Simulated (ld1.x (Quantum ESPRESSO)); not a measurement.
# Before and after: TM potential for carbon

C (Z = 6), norm-conserving Troullier–Martins (Kleinman–Bylander form), made with ld1.x (Quantum ESPRESSO) 7.5 (LDA (PZ), non-relativistic). Core [He], reference 2s1 2p3. Waves: 2p (bound): rc 2.05 bohr; 3d channel at 0.3 Ry: rc 1.60 bohr; 2s (bound): rc 0.80 bohr. Local part: the s channel. Core correction: a·sin(br)/r model core, default radius (core density twice the valence density).

All-electron outer shells of the reference configuration (LDA (PZ), non-relativistic, ld1.x):

| shell | level (eV) | outermost node (bohr) | outermost maximum (bohr) |
| --- | --- | --- | --- |
| 2s | -14.07 | 0.38 | 1.22 |
| 2p | -5.83 | – | 1.19 |

Change: reference 2s2 2p1.5.

Cutoffs: the cutoffs (Ry, on a coarse ladder) from which the occupation-weighted sum of valence levels, in a spherical-Bessel basis at the reference potential, stays within 10 and 1 mRy of its value at 400 Ry; they do not see the model core or the augmentation charge, which bear on the density cutoff. Errors are all-electron minus pseudo energies relative to the spin-unpolarised reference configuration.

**Question.** What does the change do?

**Answer.** The potential gets harder (90 Ry and 200 Ry → 100 Ry and 230 Ry); neither file shows a bound ghost.

```tsv
quantity	base	changed
cutoff, loose	90 Ry	100 Ry
cutoff, tight	200 Ry	230 Ry
bound ghosts	none	none
largest error over its own tests, meV	+822	+475
s: phases at 2.26 bohr within 0.05 rad from the reference energy up to (Ry; the scan ends near 5)	2.4	2.0
p: phases at 2.26 bohr within 0.05 rad from the reference energy up to (Ry; the scan ends near 5)	2.0	1.6
d: phases at 2.26 bohr within 0.05 rad from the reference energy up to (Ry; the scan ends near 5)	to the end of the scan	to the end of the scan
```
